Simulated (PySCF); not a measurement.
This PySCF input asks for the NMR shieldings of `OB(O)[C@H]1C=CCCCC1`, C$_{7}$H$_{13}$BO$_{2}$; the geometry comes from GFN2-xTB.

```python
import basis_set_exchange as bse
import numpy as np
from pyscf import gto, dft
from pyscf.prop import nmr

atoms = """
O     3.285603   -0.162692   -1.090352
B     2.448922   -0.587852   -0.100577
O     3.006255   -1.195358    0.963614
C     0.850726   -0.399864   -0.185101
C     0.132710   -0.966389    1.009914
C    -1.182321   -1.083399    1.096933
C    -2.137459   -0.667359    0.017039
C    -2.094075    0.840540   -0.254255
C    -0.886205    1.279993   -1.078556
C     0.462457    1.082093   -0.386809
H     2.874782    0.264606   -1.840018
H     3.960796   -1.267655    0.916796
H     0.498525   -0.940276   -1.076061
H     0.760620   -1.274052    1.832587
H    -1.624861   -1.486052    1.998097
H    -1.900721   -1.197896   -0.910347
H    -3.152689   -0.944341    0.306471
H    -2.100403    1.375820    0.697561
H    -2.997766    1.123856   -0.801007
H    -0.885302    0.734835   -2.026850
H    -0.999812    2.342711   -1.313353
H     0.449808    1.575323    0.586910
H     1.225656    1.580393   -0.993437
"""
names = dict.fromkeys(["O", "B", "C", "H"], "pcSseg-1")
basis = {el: gto.basis.parse(bse.get_basis(n, elements=[el], fmt="nwchem")) for el, n in names.items()}
mol = gto.M(atom=atoms, basis=basis, charge=0, verbose=0)
mf = dft.RKS(mol, xc="PBE0")
mf.grids.level = 2
mf.grids.alignment = dft.numint.BLKSIZE   # the property module wants whole blocks of grid points
mf.conv_tol = 1e-9
mf.kernel()

calc = nmr.RKS(mf)   # GIAO
C = mf.mo_coeff
Co = C[:, mf.mo_occ > 0]
resp = mf.gen_response(singlet=True, hermi=2)
def vind(x):   # induced exchange potential for any number of trial vectors
    d = np.einsum("pi,xij,qj->xpq", C, 2 * x.reshape(-1, C.shape[1], Co.shape[1]), Co, optimize=True)
    return np.einsum("xpq,pi,qj->xij", resp(d - d.transpose(0, 2, 1)), C, Co, optimize=True).ravel()
mo1, _ = nmr.rhf.solve_mo1(calc, with_cphf=vind)
sigma = calc.kernel(mo1)
for i, s in enumerate(sigma):   # ppm
    w = np.linalg.eigvalsh((s + s.T) / 2)
    print("%2d %-2s iso %8.1f  s11 %8.1f  s22 %8.1f  s33 %8.1f" % (i, mol.atom_pure_symbol(i), w.mean(), *w))
```

Task: What does it print?

Result: 
```
 0 O  iso    215.6  s11    102.7  s22    259.1  s33    285.0
 1 B  iso     70.4  s11     51.6  s22     68.1  s33     91.4
 2 O  iso    215.8  s11    115.2  s22    250.0  s33    282.3
 3 C  iso    156.0  s11    147.1  s22    152.5  s33    168.4
 4 C  iso     40.9  s11    -78.1  s22     48.2  s33    152.6
 5 C  iso     46.3  s11    -72.0  s22     57.8  s33    153.0
 6 C  iso    154.5  s11    142.2  s22    155.0  s33    166.3
 7 C  iso    156.2  s11    148.3  s22    154.4  s33    165.8
 8 C  iso    146.1  s11    138.6  s22    148.6  s33    151.2
 9 C  iso    152.9  s11    141.0  s22    152.1  s33    165.6
10 H  iso     27.7  s11     20.9  s22     26.8  s33     35.4
11 H  iso     27.4  s11     21.5  s22     23.0  s33     37.8
12 H  iso     30.0  s11     27.0  s22     30.4  s33     32.6
13 H  iso     24.9  s11     21.1  s22     24.0  s33     29.5
14 H  iso     25.4  s11     22.7  s22     25.8  s33     27.6
15 H  iso     29.4  s11     26.9  s22     28.2  s33     33.3
16 H  iso     29.5  s11     24.4  s22     27.9  s33     36.2
17 H  iso     30.5  s11     27.3  s22     28.6  s33     35.7
18 H  iso     30.0  s11     24.7  s22     28.5  s33     36.8
19 H  iso     30.2  s11     26.5  s22     29.5  s33     34.6
20 H  iso     29.4  s11     24.0  s22     28.5  s33     35.8
21 H  iso     30.6  s11     27.3  s22     29.4  s33     34.9
22 H  iso     30.3  s11     24.4  s22     31.0  s33     35.6
```

These numbers come from an equivalent density-fitted implementation of the same equations, which agrees with the script to about 0.01 ppm for H and up to a few tenths of a ppm for heavy atoms, so last digits may differ.

Size and cost of the density-fitted run: 235 basis functions, 110 s wall time on 1 thread of an AMD EPYC 7R43 64-Core, shared host; peak memory 1.1 GiB.
